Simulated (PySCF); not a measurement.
# One molecule, several mistakes: H4N2OSi

These are calculations, not measurements. They come from PySCF 2.14.0, an open-source quantum chemistry program, on an isolated molecule that a program drew, which may never have been made. The molecule is H4N2OSi (charge 0, singlet), drawn as the SMILES string `N=[Si](N)O`.

Each row is a Hartree-Fock (HF) and frozen-core CCSD(T) single point in the cc-pV(D+d)Z basis, meant for a local HF minimum. Run 1 is clean. Each other run has one planted mistake out of seven kinds, and not every kind appears here: one electron removed, one electron added, multiplicity raised by two, geometry at a saddle point, minimal basis STO-3G, one bond length entered in bohr, all coordinates scaled. The reference is restricted for singlets and unrestricted otherwise, and also for a bond in bohr. Adding or removing an electron swaps singlet and doublet. Electrons count all cores. HOMO and LUMO are orbital energies over both spins, the gradient is its largest component, and the lowest frequency (negative if imaginary) is given only where the gradient is small. Bond lengths are over the 7 bonds as drawn. T1 is the CCSD diagnostic: over 0.02 (restricted) or 0.045 (unrestricted) a single reference is doubtful.

Geometry of the clean run:
```xyz
8
H4N2OSi, angstrom
N    -0.1034   -0.5376   -1.3073
Si    0.2562   -1.4221   -0.0757
N     1.2474   -2.7482    0.1553
O    -0.3895   -1.1235    1.3820
H     0.2206   -0.6135   -2.2490
H     1.3575   -3.1982    1.0421
H     1.7844   -3.1652   -0.5771
H    -0.9852   -0.3881    1.4187
```

| run | electrons | basis functions | <S^2> | HOMO (eV) | LUMO (eV) | gradient (hartree/bohr) | lowest frequency (cm^-1) | mean bond (Å) | longest bond (Å) | T1 | HF (hartree) | CCSD(T) (hartree) | mistake |
|---|---|---|---|---|---|---|---|---|---|---|---|---|---|
| 1 | 40 | 85 | 0.000 | -9.56 | 3.98 | 3.3e-05 | 303 | 1.2568 | 1.672 | 0.0139 | -475.09262 | -475.74727 | no fault |
| 2 | 41 | 85 | 0.773 | 3.26 | 9.56 | 3.3e-02 | - | 1.2568 | 1.672 | 0.0189 | -474.95810 | -475.64022 | one electron added |
| 3 | 40 | 85 | 0.792 | -9.71 | 1.72 | 3.4e-02 | - | 1.3772 | 1.790 | 0.0607 | -474.94904 | -475.59526 | one bond length entered in bohr |
| 4 | 40 | 85 | 0.000 | -9.96 | 4.60 | 1.3e-01 | - | 1.1437 | 1.521 | 0.0109 | -474.98756 | -475.61713 | all coordinates scaled |
| 5 | 40 | 28 | 0.000 | -6.06 | 9.17 | 3.4e-02 | - | 1.2568 | 1.672 | 0.0181 | -469.18745 | -469.40635 | ? |
| 6 | 39 | 85 | 0.757 | -17.48 | -6.10 | 1.4e-01 | - | 1.2568 | 1.672 | 0.0215 | -474.81745 | -475.42980 | ? |

**Which mistake was planted in run 5, and what did it cost?**

It has 28 basis functions where the clean run has 85, with the same electrons and geometry. So the mistake is: minimal basis STO-3G. Subtracting run 1 and multiplying by 627.51 kcal/mol a hartree, the energy moved by 3705.6 kcal/mol in HF and 3979.0 kcal/mol in CCSD(T).

**Which mistake was planted in run 6, and what did it cost?**

It counts 39 electrons, one fewer than the clean run, at the same geometry and basis. So the mistake is: one electron removed. Subtracting run 1 and multiplying by 627.51 kcal/mol a hartree, the energy moved by 172.7 kcal/mol in HF and 199.2 kcal/mol in CCSD(T).

Cautions from the logs. Run 2: the HOMO is above zero, so the electron isn't bound and the energy depends on the basis; run 3: T1 is over the limit, so its CCSD(T) energy is less reliable.
